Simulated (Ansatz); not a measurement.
Basis sets compared for Mg14S14. Charge 0, multiplicity 1. Geometry PBE-D4/def2-SVP, loosely relaxed. Ansatz on 2 threads of AMD EPYC 7R13 on a shared host and a share (18 GiB) of an NVIDIA H100 80GB HBM3; times are rough, and most runs start from earlier orbitals.

```xyz
28

Mg   -2.323   -0.378    4.656
S    -0.525    0.922    5.278
Mg   -0.017    1.093    3.018
S     1.505    0.151    1.328
Mg    3.169   -0.287   -0.434
S     5.104   -1.517   -0.806
Mg    3.778   -3.014   -1.951
S    -4.777   -0.532    4.713
Mg   -4.392   -0.614    2.364
S    -1.994   -1.050    2.097
Mg   -0.243   -1.268    0.289
S     1.228   -2.449   -1.389
Mg    1.288   -3.063   -3.765
S     3.411   -4.081   -4.136
Mg   -4.969    1.852    4.176
S    -4.643    1.639    1.503
Mg   -2.459    1.022    0.647
S    -1.351    0.294   -1.377
Mg    0.610   -0.302   -2.663
S     1.277   -0.925   -4.910
Mg    3.762   -1.927   -5.253
S    -4.257    4.043    4.480
Mg   -3.031    3.462    2.604
S    -0.961    2.864    1.425
Mg    0.446    1.748   -0.285
S     2.214    1.497   -2.004
Mg    3.199    0.761   -4.132
S     4.950    0.057   -5.473
```

B3LYP takes the VWN-RPA correlation. Single mean-field runs in def2-SVP, def2-TZVP are fitted with def2-universal-jkfit. The geometry of the charge 0 singlet is only loosely relaxed.

Binding counts from free atoms (Mg singlet, S triplet) in the same basis, without a counterpoise term.

| level | functions | energy (Eh) | HOMO (eV) | LUMO (eV) | binding per atom (eV) | wall time |
| --- | --- | --- | --- | --- | --- | --- |
| HF/STO-3G | 252 | -8265.7074 | -3.27 | 7.27 | 3.67 | 13 s |
| HF/6-31G | 364 | -8360.9947 | -8.86 | -0.99 | 2.00 | 16 s |
| PBE-D4/def2-SVP (with forces) | 504 | -8370.8542 | -5.13 | -3.33 | 3.34 | 9 s |
| B3LYP-D4/6-31G | 364 | -8377.4230 | -6.18 | -3.33 | 2.84 | 18 s |
| B3LYP-D4/def2-SVP | 504 | -8375.4797 | -5.88 | -2.92 | 3.17 | 16 s |
| PBE0-D4/def2-SVP | 504 | -8371.6093 | -6.17 | -2.74 | 3.33 | 8.6 s |

(1) Estimate the rows for PBE-D4/def2-TZVP, PBE0-D4/def2-TZVP.

## Answers

(1) 
| level | functions | energy (Eh) | HOMO (eV) | LUMO (eV) | binding per atom (eV) | wall time |
| --- | --- | --- | --- | --- | --- | --- |
| PBE-D4/def2-TZVP | 966 | -8373.7259 | -5.12 | -3.27 | 3.29 | 21 s |
| PBE0-D4/def2-TZVP | 966 | -8374.4592 | -6.14 | -2.67 | 3.28 | 19 s |
